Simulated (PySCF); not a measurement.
A structure optimised at B3LYP-D3(BJ)/def2-SVP, used in a PySCF frequency run:

```
Ga
F 1 1.7443
Cl 1 2.1302 2 117.40
Br 1 2.2662 2 118.88 3 180.00
```
Charge 0, spin multiplicity 1.

Q: Write its SMILES, formula and point group.

A: [F][Ga]([Cl])[Br], BrClFGa, Cs

Q: What are its rotational constants (standard atomic weights)?

A: 3.8411, 1.2103, 0.92034 GHz
